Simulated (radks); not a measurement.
The numbers below are computed, except where a source is named.
Species: Pm51+. Configuration: [Ne].

Code: a radial shooting solver on a logarithmic mesh with Libxc functionals. Model: Dirac Kohn-Sham, LB94 model potential, spin-unpolarised, spherical densities, finite nucleus; Fermi nuclear charge, rms radius 4.962 fm.

Energy parts (eV):
| part | energy |
|---|---|
| kinetic | 217078.35 |
| electron-nucleus | -428815.95 |
| Hartree | 17451.09 |
(The LB94 potential has no energy functional, so no total or exchange-correlation energy is given.)

Orbitals (lengths in bohr, moments of r in powers of bohr; <r^-3> diverges for s and p1/2; r(90%) holds 90 % of the orbital's charge):
orbital,occ.,eigenvalue (eV),<r^4>,r(90%),<r^2>,<r^-3>
1s1/2,2,-49036.72,1.401e-06,0.0417,0.0007280,-
2s1/2,2,-10999.21,0.0002082,0.150,0.01106,-
2p1/2,2,-10670.20,0.0001278,0.133,0.008015,-
2p3/2,4,-10083.45,0.0001616,0.141,0.009166,8786

The highest occupied level is 2p3/2 at -10083.4 eV. The density falls to 0.001 e/bohr^3 at r = 0.38 bohr. Summed over all electrons, <r^2> = 0.07627 bohr^2, which gives a Langevin (diamagnetic) susceptibility term of -0.0604 x 10^-6 cm^3/mol. For comparison, the ionisation energy in NIST's Atomic Spectra Database is 10115 eV (theoretical). In exact Kohn-Sham theory the highest level is minus the ionisation energy, but local and semilocal functionals leave it too shallow, through self-interaction and a potential that decays too fast; potentials with the right tail come closer.
